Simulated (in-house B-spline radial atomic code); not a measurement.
## Two electrons outside the [Ar] 3d10 core: Sb²¹⁺

Computed with a B-spline radial code for spherical atoms: configuration interaction (CI) of the two valence electrons in the field of the frozen Dirac-Fock core, alone and with many-body perturbation theory for the core (screened one- and two-electron correlation potentials), Breit and QED terms; no-pair Dirac Hamiltonian, finite nucleus. Labels give the configuration (outer n counted up each series) and the leading LS term, or the jj pair where no LS term holds 70 %.

Command:
```bash
python run_mb.py task.json out
```
Settings (nuclear radius in fm, box in bohr, cutoff in hartree):
```
basis_form          3
Z                   51
core_configuration  [Ar] 3d10
rms_radius          4.6802
mass_number         121
speed_of_light      137.036
box_radius          3.913
lmax                6
intervals           58
virtual_cutoff      5202.0
```

Time taken, with all properties: 86 s on 1 thread of Arm Neoverse V2, on a shared host.

Excitation energies (eV):

```tsv
level	purity of the LS term	CI alone	CI + MBPT + Breit + QED
4s2 1S0	1.0	0	0
4s4p 3P°0	1.0	40.342	40.67
4s4p 3P°1	0.91	42.822	43.056
4s4p 3P°2	1.0	53.24	53.506
4s4p 1P°1	0.909	64.649	64.065
4p2 3P0	0.809	94.096	93.814
4p2 3P1	0.999	104.13	103.87
4p2 (1/2,3/2)2	0.647 (1D)	?	?
4p2 (3/2,3/2)2	0.644 (3P)	116.73	116.56
4p2 1S0	0.808	124.72	124.19
4s4d 3D1	1.0	133.78	133.39
4s4d 3D2	0.985	134.64	134.23
4s4d 3D3	1.0	136.26	135.82
4s4d 1D2	0.982	144.82	143.93
4p4d 3F°2	0.809	176.38	176.39
4p4d 3F°3	0.826	?	?
4p4d (1/2,5/2)°2	0.411 (3P)	183.96	183.48
4p4d (1/2,3/2)°1	0.625 (3D)	185.51	184.81
4p4d 3F°4	1.0	191.11	191.1
4p4d (3/2,3/2)°2	0.451 (1D)	192.79	192.34
4p4d 3P°0	1.0	195.37	194.82
4p4d (3/2,3/2)°3	0.623 (3D)	195.55	194.89
4p4d 3P°1	0.712	195.88	195.25
4p4d (3/2,5/2)°2	0.5 (3P)	197.09	196.43
4p4d 1F°3	0.722	201.14	200.44
4p4d 1P°1	0.851	205.56	204.73
4s4f 3F°2	1.0	219.25	218.74
4s4f 3F°3	0.999	219.44	218.9
4s4f 3F°4	1.0	219.7	219.13
4s4f 1F°3	0.997	226.8	225.9
```

Question: Where does 4p2 (1/2,3/2)2 lie?

Answer: 104.59 eV in CI alone and 104.52 eV with all corrections.

Question: Where does 4p4d 3F°3 lie?

Answer: 181.93 eV in CI alone and 181.81 eV with all corrections.

Question: What is the first ionisation energy?

Answer: 659.91 eV to the 4s1/2 state of the next ion (658.97 eV from CI alone). NIST lists 657 ± 4 eV (tabulated theory).

Some electric-dipole lines (reduced elements in atomic units, length form; vacuum wavelengths from the computed energies):

```
         upper      lower  D bare (size)  D with core polarisation (size)  λ (nm)  A (s⁻¹)
     4s4p 3P°1    4s2 1S0           0.27                            0.258  28.796  1.9e+09
     4s4p 1P°1    4s2 1S0          0.897                            0.859  19.353  6.9e+10
       4p2 3P0  4s4p 3P°1          0.558                            0.534  24.427    4e+10
       4p2 3P1  4s4p 3P°0          0.562                            0.538  19.618  2.6e+10
       4p2 3P1  4s4p 3P°1          0.465                            0.445  20.388  1.6e+10
4p2 (3/2,3/2)2  4s4p 3P°1          0.347                            0.333  16.868  9.3e+09
       4p2 1S0  4s4p 3P°1         0.0741                            0.071  15.282  2.9e+09
      4s4d 3D1  4s4p 3P°0          0.569                            0.546  13.372  8.4e+10
      4s4d 3D1  4s4p 3P°1          0.471                            0.452  13.725  5.3e+10
      4s4d 3D2  4s4p 3P°1          0.851                            0.817  13.599  1.1e+11
```

Weak lines are less accurate than strong ones.
